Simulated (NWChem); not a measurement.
System: CAuIO; SMILES [C-](->[Au][I])#[O+]

def2 effective core potentials on I, Au; no spin-orbit coupling.

Question: Give the equilibrium geometry at PBE0/def2-SVP with def2 effective core potentials on I, Au (NWChem) as an XYZ file, with the point group.

Answer: point group C*v; any orientation.
```
4

Au     0.0017     0.6487     0.0000
I     -0.0008    -1.9035     0.0000
O     -0.0074     3.7083     0.0000
C     -0.0020     2.5773     0.0000
```
